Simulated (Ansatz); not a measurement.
Calculated with Ansatz (gas phase, PBE0-D4/def2-TZVP geometries, no zero-point term in ΔE). CCSD(T)/CBS adds triple-zeta CCSD(T) − MP2 to the extrapolated MP2 energy (def2 sets, frozen cores). This one scheme is used for every species. Functionals use def2-TZVPP. B3LYP here is the variant with VWN-RPA as its local correlation; programs differ in this. HSE06 is defined as in plane-wave codes. Triplets are unrestricted, without spin–orbit coupling. Each species was taken in one conformer, which may not be the lowest.

`C[OH+][Al-]([Cl])([Cl])[Cl]` → `[CH2]` (triplet) + `[OH2+][Al-]([Cl])([Cl])[Cl]`  (formal loss of a carbene)

```json
{"level": "LDA (SPW92)", "ΔE (kcal/mol)": "110.9", "difference from CCSD(T)/CBS": "16.1"}
{"level": "PBE-D4", "ΔE (kcal/mol)": "95.9", "difference from CCSD(T)/CBS": "1.1"}
{"level": "revPBE-D4", "ΔE (kcal/mol)": "93.0", "difference from CCSD(T)/CBS": "-1.8"}
{"level": "BLYP-D4", "ΔE (kcal/mol)": "94.7", "difference from CCSD(T)/CBS": "-0.1"}
{"level": "r2SCAN-D4", "ΔE (kcal/mol)": "89.5", "difference from CCSD(T)/CBS": "-5.3"}
{"level": "B97M-V", "ΔE (kcal/mol)": "95.0", "difference from CCSD(T)/CBS": "0.2"}
{"level": "PBE0-D4", "ΔE (kcal/mol)": "93.9", "difference from CCSD(T)/CBS": "-0.9"}
{"level": "r2SCANh-D4", "ΔE (kcal/mol)": "89.0", "difference from CCSD(T)/CBS": "-5.8"}
{"level": "r2SCAN0-D4", "ΔE (kcal/mol)": "88.4", "difference from CCSD(T)/CBS": "-6.4"}
{"level": "HSE06-D4", "ΔE (kcal/mol)": "94.0", "difference from CCSD(T)/CBS": "-0.8"}
{"level": "BHLYP-D4", "ΔE (kcal/mol)": "92.3", "difference from CCSD(T)/CBS": "-2.5"}
{"level": "CAM-B3LYP-D4", "ΔE (kcal/mol)": "95.8", "difference from CCSD(T)/CBS": "1.0"}
{"level": "ωB97X-V", "ΔE (kcal/mol)": "98.5", "difference from CCSD(T)/CBS": "3.7"}
{"level": "B2PLYP", "ΔE (kcal/mol)": "93.1", "difference from CCSD(T)/CBS": "-1.7"}
{"level": "PBE", "ΔE (kcal/mol)": "94.1", "difference from CCSD(T)/CBS": "-0.7"}
{"level": "revPBE", "ΔE (kcal/mol)": "88.1", "difference from CCSD(T)/CBS": "-6.7"}
{"level": "BLYP", "ΔE (kcal/mol)": "91.0", "difference from CCSD(T)/CBS": "-3.8"}
{"level": "r2SCAN", "ΔE (kcal/mol)": "88.9", "difference from CCSD(T)/CBS": "-5.9"}
{"level": "B3LYP", "ΔE (kcal/mol)": "91.8", "difference from CCSD(T)/CBS": "-3.0"}
{"level": "r2SCANh", "ΔE (kcal/mol)": "88.5", "difference from CCSD(T)/CBS": "-6.3"}
{"level": "r2SCAN0", "ΔE (kcal/mol)": "87.8", "difference from CCSD(T)/CBS": "-7.0"}
{"level": "HSE06", "ΔE (kcal/mol)": "92.5", "difference from CCSD(T)/CBS": "-2.3"}
{"level": "BHLYP", "ΔE (kcal/mol)": "90.1", "difference from CCSD(T)/CBS": "-4.7"}
{"level": "CAM-B3LYP", "ΔE (kcal/mol)": "94.1", "difference from CCSD(T)/CBS": "-0.7"}
{"level": "LC-ωPBE", "ΔE (kcal/mol)": "91.9", "difference from CCSD(T)/CBS": "-2.9"}
{"level": "RPA@PBE/def2-TZVPP", "ΔE (kcal/mol)": "92.5", "difference from CCSD(T)/CBS": "-2.3"}
{"level": "HF/def2-SVP", "ΔE (kcal/mol)": "65.5", "difference from CCSD(T)/CBS": "-29.3"}
{"level": "MP2/def2-SVP", "ΔE (kcal/mol)": "92.9", "difference from CCSD(T)/CBS": "-1.9"}
{"level": "CCSD/def2-SVP", "ΔE (kcal/mol)": "90.4", "difference from CCSD(T)/CBS": "-4.4"}
{"level": "CCSD(T)/def2-SVP", "ΔE (kcal/mol)": "92.1", "difference from CCSD(T)/CBS": "-2.7"}
{"level": "HF/def2-TZVPP", "ΔE (kcal/mol)": "62.7", "difference from CCSD(T)/CBS": "-32.1"}
{"level": "MP2/def2-TZVPP", "ΔE (kcal/mol)": "94.3", "difference from CCSD(T)/CBS": "-0.5"}
{"level": "SCS-MP2/def2-TZVPP", "ΔE (kcal/mol)": "95.9", "difference from CCSD(T)/CBS": "1.1"}
{"level": "CCSD/def2-TZVPP", "ΔE (kcal/mol)": "90.1", "difference from CCSD(T)/CBS": "-4.7"}
{"level": "CCSD(T)/def2-TZVPP", "ΔE (kcal/mol)": "92.5", "difference from CCSD(T)/CBS": "-2.3"}
{"level": "MP2/def2-QZVPP", "ΔE (kcal/mol)": "95.7", "difference from CCSD(T)/CBS": "0.9"}
{"level": "SCS-MP2/def2-QZVPP", "ΔE (kcal/mol)": "97.5", "difference from CCSD(T)/CBS": "2.7"}
{"level": "HF/CBS(def2)", "ΔE (kcal/mol)": "62.8", "difference from CCSD(T)/CBS": "-32.0"}
{"level": "MP2/CBS(def2)", "ΔE (kcal/mol)": "96.6", "difference from CCSD(T)/CBS": "1.8"}
{"level": "CCSD/CBS(def2)", "ΔE (kcal/mol)": "92.4", "difference from CCSD(T)/CBS": "-2.4"}
{"level": "CCSD(T)/CBS", "ΔE (kcal/mol)": "94.8", "difference from CCSD(T)/CBS": "0"}
```

Largest T1 diagnostic among the species: 0.011.

From BLYP to BHLYP (50 % exact exchange), in def2-TZVPP and without D4, ΔE moves by −0.8 kcal/mol. Leaving LDA and LC-ωPBE aside and taking each functional with its dispersion term where it has one, the values spread over 10.1 kcal/mol, from r2SCAN0-D4 to ωB97X-V. LDA lies +16.8 kcal/mol from PBE without D4. At CCSD(T), def2-SVP lies −2.7 kcal/mol from the extrapolated value and def2-TZVPP −2.3 kcal/mol.

CCSD(T)/CBS has its own doubt, a few kJ/mol and more with outer-core shells, so smaller differences from it don't rank the levels.
